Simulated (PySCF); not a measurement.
# Shifts of the heteroatoms

Geometry:
```tsv
atom	x (Å)	y (Å)	z (Å)
C1	0.263	-1.895	1.551
Si2	0.095	-1.419	-0.285
C3	1.571	-0.350	-0.656
C4	2.476	0.419	-0.908
C5	3.503	1.268	-1.190
N6	4.369	1.988	-1.426
Si7	-1.802	-0.122	-0.677
Si8	-1.698	2.049	0.133
H9	-0.556	-2.538	1.860
H10	0.246	-1.013	2.186
H11	1.191	-2.422	1.749
H12	0.335	-2.621	-1.102
H13	-2.058	-0.145	-2.126
H14	-2.953	-0.849	-0.111
H15	-0.346	2.349	0.612
H16	-2.036	3.049	-0.881
H17	-2.607	2.262	1.262
```

- geometry: GFN2-xTB
- PBE0/pcSseg-1 with gauge-including orbitals
- run in PySCF
- one computed conformer, gas phase, relativity neglected, equivalent nuclei averaged

Problem. Where does $^{29}$Si resonate?

Solution. 
| atoms | environment | σ (ppm) | δ (ppm) |
| --- | --- | --- | --- |
| Si2 | silicon bonded to 2 C, Si, H | 410.1 | -57.1 |
| Si8 | silicon bonded to Si, 3 H | 469.5 | -105.9 |
| Si7 | silicon bonded to 2 Si, 2 H | 479.1 | -113.8 |

Shieldings were converted by a linear fit to measured shifts: $^{29}$Si: δ = 279.94 − 0.822σ (rms 8.9 ppm, 72 shifts, 25.8 ppm with the 6 outliers that the fit left out vs TMS, solution or neat liquid). A few per cent of atoms miss by over 2 rms, more outside the fitted compound classes.

On a 300 MHz spectrometer $^{29}$Si resonates near 59.6 MHz, so 1 ppm is 59.6 Hz.

Problem. What are the $^{15}$N shifts?

Solution. 
```csv
atoms,environment,σ (ppm),δ (ppm)
N6,nitrile nitrogen,-39.9,-111.3
```

Shieldings were converted by a linear fit to measured shifts: $^{15}$N (scatter 6.3 ppm rms vs CH3NO2, solution or neat liquid). A few per cent of atoms miss by over 2 rms, more outside the fitted compound classes.

On a 600 MHz spectrometer $^{15}$N resonates near 60.8 MHz, so 1 ppm is 60.8 Hz.
